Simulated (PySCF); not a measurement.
Species: C4H12Si2.
SMILES: `C=CCC[SiH2][SiH3]`

The calculation used TDDFT wB97X-D/def2-SVPD, vertical, gas phase, core orbitals frozen in the response (PySCF 2.14.0, density-fitted response routines). Isolated species at its GFN2-xTB geometry (one conformer only). Torsions of this conformer, `[CH2:1]=[CH:2][CH2:3][CH2:4][SiH2:5][SiH3:6]`: C1–C2–C3–C4 -119°, C2–C3–C4–Si5 179°, C3–C4–Si5–Si6 -60°.

Orbital energies (eV): HOMO-3 -11.22, HOMO-2 -10.62, HOMO-1 -10.15, HOMO -9.34, LUMO 1.68, LUMO+1 2.00, LUMO+2 2.07.

Lowest singlets, with some entries withheld (?).

| state | ν̃ (cm⁻¹) | f | main configurations (H = HOMO, L = LUMO) |
| --- | --- | --- | --- |
| S1 | 59430 | ? | H→L (44%), H-1→L (30%) |
| S2 | 59970 | ? | H-1→L (31%), H→L (15%), H-2→L (10%) |
| S3 | 60220 | ? | H-1→L+1 (29%), H→L+1 (16%), H-1→L (12%) |
| S4 | 60460 | ? | H→L+3 (34%), H-1→L+1 (26%), H→L+5 (8%) |
| S5 | 63040 | ? | H-2→L (37%), H→L+5 (17%), H→L+2 (10%) |
| S6 | 64000 | ? | H-2→L+3 (10%), H-1→L+3 (10%), H-2→L+1 (9%) |
| S7 | 64690 | ? | H→L+1 (29%), H-2→L+1 (24%), H-2→L+3 (8%) |
| S8 | 65330 | ? | H→L+6 (47%), H→L+7 (8%), H→L+2 (8%) |

Supply the missing values.

- S1: f = 0.331
- S2: f = 0.123
- S3: f = 0.051
- S4: f = 0.112
- S5: f = 0.054
- S6: f = 0.012
- S7: f = 0.011
- S8: f = 0.0053

How far apart are S1 and S7, in eV and cm⁻¹?

8.021 − 7.368 = 0.653 eV, or about 5260 cm⁻¹.

Where do the lowest triplets lie (Tamm–Dancoff)?

T1 4.64 eV, H→L+3 (37%), H→L+2 (18%), H→L (14%); T2 6.53 eV, H-1→L (72%); T3 6.57 eV, H-1→L+1 (62%), H-1→L+3 (13%), H-2→L+1 (10%). E(S1) − E(T1) = +2.73 eV.

What is the mean static polarisability from the same response equations?

106.9 au (15.84 Å³), with principal values 86.5, 109.1 and 124.9 au.

Time: 97 s of wall time (with the writing of density and orbital grids); peak memory 1.0 GiB. Hardware: one thread of an Arm Neoverse N1, shared host with 64 logical CPUs at a one-minute load of 61.
